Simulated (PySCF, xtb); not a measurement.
Sb(Cl)2(TeH) (Cl2HSbTe), SMILES [TeH][Sb]([Cl])[Cl].

Harmonic wavenumbers (cm⁻¹) from GFN2-xTB (xtb) at its own minimum, in rising order: 25, 90, 101, 115, 208, 301, 320, 521, 1935.

**Question.** What does PBE-D3(BJ)/def2-SVP in PySCF give at its own minimum? (Estimate from the structure and the level; the computed values follow.)

**Answer.** 69, 76, 102, 157, 188, 339, 350, 503, 2042. Paired by order, the mean absolute difference is 35 cm⁻¹ and the zero-point energies are 5.2 and 5.5 kcal/mol.
